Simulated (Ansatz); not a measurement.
Z-matrix (Å, degrees):
```
C
Si 1 1.866
H 1 1.093 2 111.0
H 1 1.093 2 110.7 3 -120.1
H 1 1.093 2 110.8 3 119.8
N 2 1.731 1 112.8 3 60.6
H 2 1.492 1 108.7 3 -61.6
H 2 1.491 1 109.7 3 -179.7
Si 6 1.739 2 120.2 1 107.5
Ge 6 1.846 2 118.8 1 -75.2
C 9 1.870 6 110.1 2 -156.5
C 9 1.868 6 111.5 2 81.1
H 9 1.493 6 107.8 2 -37.9
H 10 1.538 6 106.9 2 -5.4
H 10 1.540 6 110.0 2 -125.1
H 10 1.539 6 110.6 2 114.2
H 11 1.094 9 112.1 6 -63.7
H 11 1.094 9 109.6 6 177.3
H 11 1.092 9 111.6 6 57.8
H 12 1.094 9 111.1 6 -178.2
H 12 1.093 9 110.8 6 -58.2
H 12 1.094 9 110.8 6 61.6
```

The species carries charge 0 and has multiplicity 1.

(1) List the r2SCAN/def2-TZVPP orbital energies in eV (the Gaussian-basis code of Ansatz). (Best estimate.)

Results:

(1) Ansatz gave: Occupied: -10834.42, -1790.87, -1790.80, -1349.50, -1199.55, -1199.54, -1199.54, -384.58, -272.51, -272.49, -272.36, -167.71, -141.27, -141.18, -117.42, -117.39, -117.37, -96.15, -96.13, -96.10, -96.06, -96.04, -96.01, -30.75, -30.69, -30.67, -30.62, -30.61, -21.41, -18.32, -18.03, -17.70, -14.40, -13.09, -11.86, -10.75, -10.53, -10.33, -10.20, -10.06, -9.94, -9.39, -9.19, -9.12, -8.37, -8.24, -7.91, -7.81, -7.60, -6.08. Lowest empty: -0.21, 0.30, 0.88, 0.97, 1.01, 1.28, 1.57, 1.78.
